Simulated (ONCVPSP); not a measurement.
Sc, ONCV: configuration errors across variants

ONCVPSP 4.0.1 input, shortened (lines: element, Z, core and valence counts, functional; n l f; lmax; l rc ep ncon nbas qcut; lloc lpopt rc5 dvloc0; l nproj debl; icmod fcfact rcfact), PBE, scalar-relativistic:

```
  Sc 21.00    3    3        4      upf
    1    0    2.00
    2    0    2.00
    2    1    6.00
    3    0    2.00
    3    1    6.00
    3    2    1.00
    2
    0    1.75    0.00    4    9    8.10
    1    1.65    0.00    5    9    8.50
    2    2.85    0.00    5    9    5.70
    4    5    1.40   -1.00
    0    2    2.10
    1    3    3.10
    2    1    1.20
    3    4.25    1.25
```

In the s channel the program set the typed energies aside and used -2.587, 0.250 Ha.

All-electron excitation energies from the reference (eV): (1) 3s2 3p6 3d1 4s2 -19.665; (2) 3s2 3p6 3d1 4s1 -12.768; (3) 3s2 3p6 3d0 24.870; (4) 3s2 3p6 3d2 -12.087.

1 further variants failed, have other tests or too few solved ones, and are left out.

Errors AE − PS in meV (a dash: test not solved or not reliable):

| change | (1) | (2) | (3) | (4) | bound ghosts | GHOST(+) flags above zero |
| --- | --- | --- | --- | --- | --- | --- |
| base | -12 | -5.3 | +441 | +99 | none | none |
| d: qcut 3.8 | -40 | -16 | +797 | +228 | none | none |
| core correction Teter function, fcfact 2.7, rcfact 1.25 | -12 | -5.3 | +441 | +99 | none | none |
| core correction none | -11 | -5.0 | +441 | +99 | none | none |
| core correction Teter function, fcfact 4.25, rcfact 1.76 | -12 | -5.4 | +441 | +99 | none | none |
| local potential polynomial inside 1.05 bohr (lpopt 5, dvloc0 0 Ha) | -12 | -5.3 | +441 | +99 | none | none |

Task: Give the same row for: s: ncon 5, nbas 10.

Result: -12, -5.2, +441, +99; bound ghosts: none; GHOST(+) flags above zero: none.
